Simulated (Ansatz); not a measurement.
CH$_{6}$BNOSSi, SMILES `CSB1O[SiH]1N`. The species carries charge 0 and has multiplicity 1.

```csv
atom,x (Å),y (Å),z (Å)
C1,-1.150,1.829,1.514
S2,0.214,0.806,2.131
B3,0.745,-0.006,0.646
O4,1.742,-0.906,0.420
Si5,0.942,-0.686,-1.101
N6,0.093,-1.979,-1.789
H7,-2.060,1.572,2.055
H8,-1.289,1.647,0.450
H9,-0.914,2.879,1.681
H10,1.899,-0.208,-2.122
H11,0.468,-2.528,-2.545
H12,-0.691,-2.419,-1.340
```

(1) What are the harmonic wavenumbers in cm⁻¹ at PBE0-D4/def2-TZVP (Ansatz, finite differences of forces, unscaled)? (Estimate.)

(2) Is this a minimum?

(3) Give the ideal-gas thermochemistry at 298.15 K and 1 bar (rigid rotor, harmonic oscillator; point group C1, symmetry number 1).

Results:

(1) Ansatz gave: 60, 100, 114, 152, 268, 301, 341, 364, 393, 429, 607, 670, 736, 773, 898, 914, 977, 984, 1034, 1336, 1360, 1465, 1476, 1578, 2261, 3069, 3161, 3173, 3617, 3717.

(2) Yes, all 30 modes are real.

(3) Zero-point energy 217.3 kJ/mol; H(298) − E = 242.5 kJ/mol; entropy 382.7 J/(mol·K), of which translation 168.5, rotation 118.6, vibration 95.7; G(298) − E = 128.4 kJ/mol. Modes under 100 cm⁻¹ are hindered rotations or soft bends, so the harmonic entropy is rough.
